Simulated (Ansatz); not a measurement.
The cluster Ti₄⁺, relaxed as a doublet with UKS PBE-D4/def2-SVP in Ansatz, starting from the GFN1-xTB geometry. Force threshold 0.02 eV/Å.

The charge 1 doublet is spin-contaminated (final ⟨S²⟩ up to 2.80, 0.75 for a pure state). The relaxation made no stability test and no search for a lower SCF solution. At PBE-D4/def2-SVP a sextet of charge 1 lies 0.46 eV below the doublet, each at its own geometry. The structure comes from a short search, and lower isomers may exist.

Start:

```xyz
4

Ti   -0.066    0.865    1.529
Ti    1.173   -1.307    0.111
Ti   -1.595   -0.658   -0.354
Ti    0.489    1.099   -1.286
```

```tsv
step	energy (eV)	largest force component (eV/Å)	SCF passes
1	-92412.8209	1.821	166
2	-92414.0615	0.925	170
3	-92414.1824	0.492	153
4	-92414.1934	0.387	56
5	-92414.2028	0.027	49
6	-92414.2029	0.007	43
7	-92414.2029	0.002	39
```

Force components are those of the run's own axes.

End:

```
atom   x (Å)   y (Å)   z (Å)
 Ti1  -0.047   0.752   1.321
 Ti2   1.012  -1.130   0.101
 Ti3  -1.384  -0.575  -0.315
 Ti4   0.419   0.954  -1.107
```

By distances, no bond broke or formed. The bond that changes most is Ti1–Ti4, from 2.88 to 2.48 Å (atoms count from 1).

The force fell under the threshold at step 6, but the optimiser went on. No frequencies were taken in this run, so the end may be a saddle point.

Run time 72 s (4 threads of Arm Neoverse V2 on a shared host).
